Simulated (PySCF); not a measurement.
```xyz
3
charge 0 multiplicity 3, angstrom
Ta   -0.1932    0.0000   -0.2498
O    -1.6469    0.0000    0.6349
Cl    1.7521    0.0000    0.9936
```

Method: UPBE0/[Ta def2-TZVP with ECP60, O def2-TZVP, Cl def2-TZVP], scalar-relativistic core potentials, density fitting, no spin–orbit coupling, PySCF.

This geometry of TaOCl is a stationary point at this level.

**Question.** What is the point group?

**Answer.** Cs.

**Question.** Is it a minimum?

**Answer.** Yes: all harmonic wavenumbers are real.

**Question.** List the harmonic modes with their infrared intensities.

**Answer.** 
```csv
symmetry,ω (cm⁻¹),IR (km/mol),type
a',158,10.3,bend
a',384,53.8,stretch
a',1020,147,stretch
```

**Question.** What are the dipole moment and the gap between the highest occupied and lowest empty levels of either spin?

**Answer.** 3.53 D and 3.03 eV.

**Question.** What is the atomisation energy, with and without zero-point energy?

**Answer.** 1200 kJ/mol without, 1190 kJ/mol with.

Only a few start shapes were tried, so a lower isomer may exist. Other spin states or occupations of the open shell can lie lower. With an element this heavy the missing spin–orbit coupling can shift these numbers.
